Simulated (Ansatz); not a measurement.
`Cl[SiH2][SeH]` → Cl• + `[SiH2][SeH]`• at 298.15 K and 1 bar (homolysis of the Cl–Si bond).

Gas-phase electronic energies from Ansatz, PBE0-D4/def2-TZVP geometries. CBS: MP2 limit from def2 TZ/QZ plus the TZ coupled-cluster correction, frozen cores. This one scheme is used for every species, atoms too. Open shells (•) are unrestricted, without spin–orbit coupling. Spin–orbit coupling would lower the free atoms: a little for Cl. Bonds to Se are less sure, by a few kJ/mol each and by 10 to 20 or more in all where they break to atoms, as the def2 sets lack core-valence functions. Scalar relativity is left out up to krypton. One conformer a species, not always the lowest.

```json
{"species": "`Cl[SiH2][SeH]`", "CCSD(T)/CBS energy (Eh)": "-3151.43476", "H − E (kJ/mol)": "86.9", "S (J/(mol·K))": "325.8"}
{"species": "Cl•", "CCSD(T)/CBS energy (Eh)": "-459.70966", "H − E (kJ/mol)": "6.2", "S (J/(mol·K))": "168.3"}
{"species": "`[SiH2][SeH]`•", "CCSD(T)/CBS energy (Eh)": "-2691.54981", "H − E (kJ/mol)": "74.7", "S (J/(mol·K))": "287.1"}
```

H − E and S are ideal-gas, rigid-rotor, harmonic terms from PBE0-D4/def2-TZVP, for one conformer and one mirror image of each species, with the whole ground term of open shells counted as degenerate. 1 Eh = 2625.50 kJ/mol, R = 8.31446 J/(mol·K).

Question: By hand: ΔE, ΔH, ΔS and ΔG.

Answer: ΔE = (-459.70966) + (-2691.54981) − (-3151.43476) = 0.17529 Eh = 460.2 kJ/mol. Δ(H − E) = 6.2 + 74.7 − 86.9 = -6.0, so ΔH = 454.2 kJ/mol. ΔS = 168.3 + 287.1 − 325.8 = 129.6 J/(mol·K). ΔG = 454.2 − 298.15 × (129.6)/1000 = 415.6 kJ/mol.

Question: By hand: the equilibrium constant, and the temperature at which ΔG would vanish if ΔH and ΔS stayed fixed.

Answer: log₁₀ K = −ΔG/(RT ln 10) = -72.8. ΔG = 0 at ΔH/ΔS = 3505 K, far beyond where these terms or the molecules hold.

The number of gas molecules changes by +1, which sets the sign of ΔS. A doubt of 5 kJ/mol in ΔE shifts log₁₀ K by 0.9 here. Other conformers and mirror images would add mixing entropy, several J/(mol·K) or more a flexible species. These are equilibria of isolated gas molecules and say nothing of rates. Largest T1 diagnostic: 0.014 (customary marks: 0.02 for closed shells, 0.045 for open ones).
